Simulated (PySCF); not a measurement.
Choosing a molecule for a target property.

Species are written as SMILES; each is one conformer at its optimised geometry, gas phase, non-relativistic unless stated. Electronic properties by PySCF.

Dipoles, sizes and rotational constants follow the conformer. The torsions of the flexible species, by atom-mapped SMILES:
- `[CH2:1][C@H:2]([S:3][CH3:4])[C:5]([CH3:6])=[O:7]`: C1–C2–S3–C4 -47°, C1–C2–C5–C6 -154°
- `[CH3:1][C:2](=[O:3])[CH2:4][CH2:5][CH:6][SH:7]`: C1–C2–C4–C5 162°, C2–C4–C5–C6 -67°, C4–C5–C6–S7 -79°, H–S7–C6–C5 -178°
- `[CH3:1][O:2][CH:3][CH2:4][c:5]1[cH:6][n:7][s:8][n:9]1`: C1–O2–C3–C4 -156°, O2–C3–C4–C5 90°, C3–C4–C5–C6 -71°
- `[H]/[C:1]=[CH:2]\[C@H:3]([Cl:4])[CH2:5][CH:6]([F:7])[F:8]`: C1–C2–C3–Cl4 -114°, C2–C3–C5–C6 -174°, C3–C5–C6–F7 -179°

Problem. Wanted: smallest rotational constant above 1.3 GHz (GFN2-xTB) and isotropic g value above 2.003 (unrestricted B3LYP/pcH-1, mean-field spin–orbit), at GFN2-xTB geometries. Which candidate meets both?
A. `CC(=O)CC[CH]S` [radical]
B. `C([C@H](/C=[C]\[H])Cl)C(F)F` [radical]
C. `CO[CH]Cc1cnsn1` [radical]
D. `[CH2][C@H](SC)C(C)=O` [radical]

Solution. D. Computed values:
```csv
species,smallest rotational constant,isotropic g value
CO[CH]Cc1cnsn1 [radical],0.731 GHz,2.00344
C([C@H](/C=[C]\[H])Cl)C(F)F [radical],0.822 GHz,2.00255
CC(=O)CC[CH]S [radical],0.994 GHz,2.00442
[CH2][C@H](SC)C(C)=O [radical],1.631 GHz,2.00660
```
